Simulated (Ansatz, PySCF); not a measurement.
Molecule: sum formula SiPH$_{5}$, net charge 1, doublet state. 
Geometry from a B3LYP-D3(BJ)/def2-TZVP (Ansatz, an electronic-structure program) optimisation:
```xyz
7

Si    -1.1672     0.1228     0.0972
P      1.1330    -0.1087    -0.1516
H     -1.6720    -0.9259    -0.7983
H     -1.3751     1.5128    -0.3287
H     -1.3210    -0.1368     1.5409
H      1.7245    -1.3674     0.0475
H      1.9892     0.8283     0.4507
```
Charge +1, spin multiplicity 2.

Total electronic energies in hartree. Correlated levels leave the core frozen unless marked. Open shells are spin-unrestricted. Spin-orbit coupling is left out. Non-relativistic. CBS marks a two-point X^-3 extrapolation of the correlation energy; Hartree-Fock from the larger set. The bracket is a focal-point correction in the basis named.

| level | program | energy (Eh) |
|---|---|---|
| RI-HF/cc-pV(T+d)Z | Ansatz | -632.32429 |
| PBE0/def2-SVP | Ansatz | -633.05425 |
| PBE0-D3(BJ)/def2-TZVPD | Ansatz + dftd3 | -633.28059 |
| PBE0/def2-TZVP | Ansatz | -633.27596 |
| BHLYP/def2-TZVPD | Ansatz | -633.53426 |
| MN15-D3(BJ)/def2-TZVPD | PySCF + dftd3 | -633.29619 |
| CAM-B3LYP-D3(BJ)/def2-TZVPD | Ansatz + dftd3 | -633.54510 |
| PBE-QIDH/def2-TZVPD | Ansatz | -633.09830 |
| RI-MP2/CBS(def2-TZVPPD,def2-QZVPPD)+[CCSD(T)-MP2]/def2-TZVPPD | Ansatz | -632.6725 |

Totals of different functionals don't rank their quality; only differences between species are comparable.
